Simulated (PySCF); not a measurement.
NMR data simulated for an unnamed compound:

¹H NMR (400 MHz, computed): δ 4.56 (s, 1H), 4.34 (m, 2H), 4.22 (m, 2H), 3.94 (q, 2H), 2.24 (m, 1H), 1.27 (t, 3H), 1.23 (m, 1H).

¹³C{¹H} NMR (computed): δ 66.9 (CH2), 59.5 (CH2), 36.1 (CH2), 19.9 (CH3).

PySCF calculation with coordinates at the GFN2-xTB level and shielding tensors at PBE0/pcSseg-1 (GIAO); equivalent nuclei averaged, a single conformation, relativity neglected, no solvent model.

Scale: ¹H, ¹³C against TMS (reference shieldings calculated alike).

Which of these does the molecule contain: an S-methyl group, a CF3 group, a nitrile, a Si–H bond, a CH3CH2 unit?

Results:


- An S-methyl group: no.
- A CF3 group: no.
- A nitrile: no.
- A Si–H bond: yes (δH 4.56 (s)).
- A CH3CH2 unit: yes (δC 19.9, 59.5; δH 1.27 (t), 3.94 (q)).

The data belong to SMILES O(CC)[SiH]1OCCCO1, C₅H₁₂O₃Si; they needn't prove each group on their own.

Carbon signals by region: 2 at 50–100 ppm, 2 below 50 ppm.

Shifts are as computed. Against solution values, carbons near 30 ppm lie about +3 ppm off and those near 130 ppm about +5 ppm. Of 1211 compounds with measured shifts, 218 miss one by over three times the rms of a fit or turn the order of signals round; such compounds aren't used in these exercises. Multiplicities follow the n + 1 count of equivalent neighbours, as no J values were calculated; m marks all less simple cases, F and P coupling included.
